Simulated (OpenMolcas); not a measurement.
# C4H11As (tert-butylarsine): the vertical ionisation energy, rung by rung

C4H11As: 16 atoms, total charge 0, spin state singlet. As SMILES, `CC(C)(C)[AsH2]`. The coordinates come from a PBE0-D4/def2-TZVP relaxation. This is one conformer, not always the lowest.

```xyz
16

C    -0.7179    0.5399   -1.0814
C     0.0549   -0.0415    0.0912
C     1.4850    0.4833    0.0948
C     0.0551   -1.5634    0.0222
As   -0.7582    0.4642    1.8482
H    -0.7388    1.6315   -1.0468
H    -0.2457    0.2435   -2.0265
H    -1.7504    0.1838   -1.0980
H     2.0613    0.0839    0.9334
H     1.5136    1.5748    0.1530
H     1.9939    0.1878   -0.8297
H    -0.9609   -1.9672    0.0270
H     0.6003   -2.0070    0.8594
H     0.5388   -1.8954   -0.9034
H    -0.9373    1.9406    1.5100
H    -2.1937    0.1412    1.4465
```

Quantity: the vertical ionisation energy (to the doublet cation), in eV. The values are calculated.

```json
{"level": "HF/6-31G* (spherical functions)", "kind": "Hartree–Fock", "program": "OpenMolcas", "value (eV)": "8.21", "CPU time (all runs)": "42 s"}
{"level": "SVWN5/6-31G* (spherical functions)", "kind": "LDA", "program": "OpenMolcas", "value (eV)": "8.91", "CPU time (all runs)": "2.2 min"}
{"level": "BLYP/6-31G* (spherical functions)", "kind": "GGA", "program": "OpenMolcas", "value (eV)": "8.64", "CPU time (all runs)": "3.8 min"}
{"level": "TPSS/6-31G* (spherical functions)", "kind": "meta-GGA", "program": "OpenMolcas", "value (eV)": "8.82", "CPU time (all runs)": "5.6 min"}
{"level": "BHLYP/6-31G* (spherical functions)", "kind": "global hybrid", "program": "OpenMolcas", "value (eV)": "8.95", "CPU time (all runs)": "3.7 min"}
{"level": "B3LYP/6-31G* (Cartesian functions)", "kind": "global hybrid", "program": "OpenMolcas", "value (eV)": "8.95", "CPU time (all runs)": "3.6 min"}
```

All-electron rows without a relativistic Hamiltonian named are non-relativistic. The values span 8.21 to 8.95 eV. CPU times are rough (shared hosts, several kinds of processor): they show what a rung costs within a factor of a few.
